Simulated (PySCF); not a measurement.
Computed with B3LYP-D3(BJ)/def2-TZVP (PySCF). All species are isolated molecules in the gas phase. B3LYP has the VWN-RPA correlation part, as in Gaussian. Excitations are Tamm–Dancoff values on a coarser integration grid. The basis has no diffuse functions, so Rydberg states are missing or too high.

Reference species (SMILES): `CB(C)C` (neutral, multiplicity 1).

The S1–T1 gap (TDA) is 0.52 eV. The S1 excitation (TDA) comes out as 6.46 eV and the HOMO–LUMO gap comes out as 7.94 eV.

Changed species: `B(N)(N)N` (3 of 3 CH3 replaced by NH2; the reference has 0 of 3 CH3 replaced by NH2).

Question: Predict the effect on the S1–T1 gap (TDA), S1 excitation (TDA) and HOMO–LUMO gap.

Answer: the S1–T1 gap (TDA) falls by 0.25 eV, to 0.27 eV; the S1 excitation (TDA) decreases by 0.70 eV, to 5.76 eV; the HOMO–LUMO gap falls by 1.13 eV, to 6.81 eV.
